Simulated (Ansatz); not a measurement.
Gas-phase electronic energies from Ansatz, PBE0-D4/def2-TZVP geometries. CBS: MP2 limit from def2 TZ/QZ plus the TZ coupled-cluster correction, frozen cores. Functionals use def2-TZVPP. For Ga, Mg outer-core shells are correlated without core-valence functions, which leaves a few kJ/mol of doubt a bond. Scalar relativity is left out up to krypton. Each species was taken in one conformer, which may not be the lowest.

`[CH3][Ga]([F])[F]` + `[SiH3][O][Mg][SH]` → `C[S][Mg][O][SiH3]` + `[F][GaH][F]`  (substitution at a C–Ga bond)

`[CH3][Ga]([F])[F]`:

Cartesian coordinates in Å:
```
C -0.903 0.001 0.313
Ga 0.929 0.000 -0.310
F 1.716 1.355 -1.084
F 2.023 -1.356 -0.187
H -1.025 -0.723 1.118
H -1.177 0.997 0.661
H -1.563 -0.274 -0.511
```

`[SiH3][O][Mg][SH]`:

Cartesian coordinates in Å:
```
Si 1.643 -0.564 -0.663
O 0.157 -0.164 -0.180
Mg -1.486 0.283 0.359
S -3.596 0.831 1.024
H 2.374 0.620 -1.203
H 2.450 -1.116 0.465
H 1.603 -1.598 -1.738
H -3.146 1.710 1.937
```

`C[S][Mg][O][SiH3]`:

Cartesian coordinates in Å:
```
C -1.859 0.066 -2.604
S -2.427 0.688 -0.982
Mg -0.637 0.339 0.382
O 0.775 0.061 1.444
Si 2.043 -0.185 2.409
H -1.000 0.624 -2.976
H -2.685 0.210 -3.301
H -1.622 -0.997 -2.574
H 2.411 -1.631 2.464
H 3.242 0.565 1.933
H 1.759 0.260 3.805
```

`[F][GaH][F]`:

```xyz
4

F    -1.368   -0.931   -0.320
Ga    0.011    0.094   -0.040
F     1.182   -0.661    1.002
H     0.174    1.498   -0.642
```

```json
{"level": "revPBE-D4", "ΔE (kJ/mol)": "70.0", "difference from CCSD(T)/CBS": "-11.6"}
{"level": "r2SCAN0-D4", "ΔE (kJ/mol)": "79.2", "difference from CCSD(T)/CBS": "-2.4"}
{"level": "ωB97M-V", "ΔE (kJ/mol)": "77.4", "difference from CCSD(T)/CBS": "-4.2"}
{"level": "BLYP", "ΔE (kJ/mol)": "75.5", "difference from CCSD(T)/CBS": "-6.1"}
{"level": "r2SCAN0", "ΔE (kJ/mol)": "79.6", "difference from CCSD(T)/CBS": "-2.0"}
{"level": "CAM-B3LYP", "ΔE (kJ/mol)": "78.1", "difference from CCSD(T)/CBS": "-3.5"}
{"level": "HF/def2-SVP", "ΔE (kJ/mol)": "77.0", "difference from CCSD(T)/CBS": "-4.6"}
{"level": "MP2/def2-SVP", "ΔE (kJ/mol)": "81.6", "difference from CCSD(T)/CBS": "0.0"}
{"level": "SCS-MP2/def2-QZVPP", "ΔE (kJ/mol)": "77.7", "difference from CCSD(T)/CBS": "-3.9"}
{"level": "MP2/CBS(def2)", "ΔE (kJ/mol)": "82.7", "difference from CCSD(T)/CBS": "1.1"}
{"level": "CCSD(T)/CBS", "ΔE (kJ/mol)": "81.6", "difference from CCSD(T)/CBS": "0"}
```

Largest T1 diagnostic among the species: 0.015.

In def2-TZVPP, CCSD(T) changes the Hartree–Fock value by +6.4 kJ/mol (the triples alone add −0.6 kJ/mol) and MP2 by +7.5 kJ/mol. Leaving LDA and LC-ωPBE aside and taking each functional with its dispersion term where it has one, the values spread over 9.3 kJ/mol, from revPBE-D4 to r2SCAN0-D4.
